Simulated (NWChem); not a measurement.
System: BeHOCl; SMILES [Cl][Be][OH]

NWChem input:

```
start job
memory heap 200 mb stack 900 mb global 1100 mb
geometry units angstroms noautosym nocenter noautoz
  Be     0.045545     0.633275     0.000001
  Cl    -0.080788    -1.179817    -0.000000
  O      0.202873     2.033792     0.000000
  H     -0.431979     2.742103    -0.000001
end
basis spherical
  Be library aug-cc-pvdz
  Cl library aug-cc-pvdz
  O library aug-cc-pvdz
  H library aug-cc-pvdz
end
dft
  xc b3lyp
  iterations 150
end
property
  response 1 0.0
end
task dft property
```

The geometry was optimised at PBE0-D3(BJ)/def2-TZVP.

Static field.

**Question.** Predict the main results of this run. (B3LYP/aug-cc-pVDZ.) Quantities: isotropic polarisability (bohr³); anisotropy (bohr³).

**Answer.** 
- isotropic polarisability (bohr³) = 32.0
- anisotropy (bohr³) = 13.4
